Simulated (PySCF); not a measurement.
HTe, SMILES [TeH], multiplicity 2.

Geometry: PBE0-D3(BJ)/def2-TZVPD. The def2 effective core potentials stand for the cores of Te; spin–orbit coupling is left out.

Two levels are set side by side: PBE/def2-TZVPD (PySCF) and PBE0/def2-TZVPD (PySCF). Same geometry, gas phase. Differences are taken from unrounded values.

```json
[
 {"quantity": "α-spin orbital gap (eV)", "PBE0": "6.20", "PBE": "4.34", "PBE minus PBE0": "-1.86"},
 {"quantity": "β-spin orbital gap (eV)", "PBE0": "2.20", "PBE": "0.16", "PBE minus PBE0": "-2.03"},
 {"quantity": "dipole moment (D)", "PBE0": "0.13", "PBE": "0.08", "PBE minus PBE0": "-0.05"}
]
```

Rough cost on one machine, each run with all the roots and properties that it gave: PBE0 against PBE within a factor of 2.
